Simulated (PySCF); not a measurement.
CH8Si2, SMILES C[SiH2][SiH3] (GFN2-xTB optimised geometry):

```
11

C      1.861    -1.023     0.000
Si    -0.041    -1.023     0.000
Si    -0.867     1.135     0.000
H      2.254    -0.515    -0.877
H      2.261    -2.033     0.000
H      2.255    -0.515     0.876
H     -0.476    -1.798    -1.173
H     -0.475    -1.800     1.172
H     -2.261     1.196     0.447
H     -0.114     2.033     0.882
H     -0.835     1.757    -1.328
```

Level of theory: PBE0/def2-TZVP (PySCF).

Task: What are the frontier orbital energies and the dipole moment?

Result: HOMO-2 -9.28 eV, HOMO-1 -9.09 eV, HOMO -8.32 eV, LUMO -0.03 eV, LUMO+1 0.23 eV; dipole moment 0.74 D.

Meta-Löwdin charges at PBE0/def2-TZVP: C1 -0.59, Si2 0.38, Si3 0.20, H4 0.13, H5 0.14, H6 0.13, H7 -0.09, H8 -0.09, H9 -0.07, H10 -0.07, H11 -0.07.
